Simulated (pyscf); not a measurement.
## `[SiH3][P]([SiH3])[SiH3]`, singlet

Gas-phase minimum from PySCF at ωB97X-D3(BJ)/def2-SVP, one conformer. 

```xyz
13

Si    -0.5014    -2.5603    -0.6129
P     -0.6608    -0.7733     0.7343
Si     1.4453    -0.0728     0.4071
Si    -1.5743     0.5749    -0.8088
H      0.3510    -2.2778    -1.8063
H     -1.8715    -2.9282    -1.0723
H      0.0926    -3.6936     0.1503
H      1.7100     0.2278    -1.0318
H      2.3753    -1.1484     0.8563
H      1.6788     1.1597     1.2110
H     -3.0471     0.3519    -0.8395
H     -1.2887     1.9882    -0.4287
H     -1.0148     0.3158    -2.1692
```
Charge 0, spin multiplicity 1.

Bonded distances (Å): Si1–P2 2.244, Si1–H5 1.494, Si1–H6 1.491, Si1–H7 1.490, P2–Si3 2.244, P2–Si4 2.244, Si3–H8 1.494, Si3–H9 1.491, Si3–H10 1.490, Si4–H11 1.490, Si4–H12 1.491, Si4–H13 1.494. Bond angles (°): P2–Si1–H5 111.7, P2–Si1–H6 108.4, P2–Si1–H7 109.1, H5–Si1–H6 109.0, H5–Si1–H7 109.0, H6–Si1–H7 109.7, Si1–P2–Si3 95.4, Si1–P2–Si4 95.4, Si3–P2–Si4 95.4, P2–Si3–H8 111.7, P2–Si3–H9 108.4, P2–Si3–H10 109.1, H8–Si3–H9 109.0, H8–Si3–H10 109.0 (the first ones only).

Properties at ωB97X-D3(BJ)/def2-SVP:

```
Item                                                                                                                                                                                                                                                                                           Result
---------------------------------------------------------------------------------------------------------------------  ------------------------------------------------------------------------------------------------------------------------------------------------------------------------------
Harmonic wavenumbers, unscaled                                                                                         60, 96, 97, 139, 139, 151, 442, 486, 486, 543, 585, 585, 649, 649, 653, 903, 903, 944, 944, 945, 954, 964, 964, 964, 2237, 2238, 2247, 2258, 2258, 2259, 2268, 2268, 2268 cm⁻¹
Zero-point energy                                                                                                                                                                                                                                                                       49.4 kcal/mol
Rotational symmetry number                                                                                                                                                                                                                                                                          3
Entropy of this conformer at 298 K and 1 atm, rigid rotor and harmonic oscillator, modes under 100 cm⁻¹ raised to 100                                                                                                                                                                 380.7 J/(mol K)
Dipole moment                                                                                                                                                                                                                                                                                  0.75 D
```

Single-point totals, which compare only within one level:

| level | total energy (hartree) |
|---|---|
| ωB97X-D3(BJ)/def2-TZVP | -1215.41367 |
| PBE/def2-TZVP | -1214.65880 |
| r²SCAN/def2-TZVP | -1215.17908 |
| B3LYP-D3(BJ)/def2-TZVP | -1215.40513 |
| PBE0-D3(BJ)/def2-TZVP | -1214.80015 |
| M06-2X/def2-TZVP | -1215.18643 |
| ωB97M-D3(BJ)/def2-TZVP | -1215.45604 |

Soft torsions are taken as harmonic, which can shift the entropy by several J/(mol K).
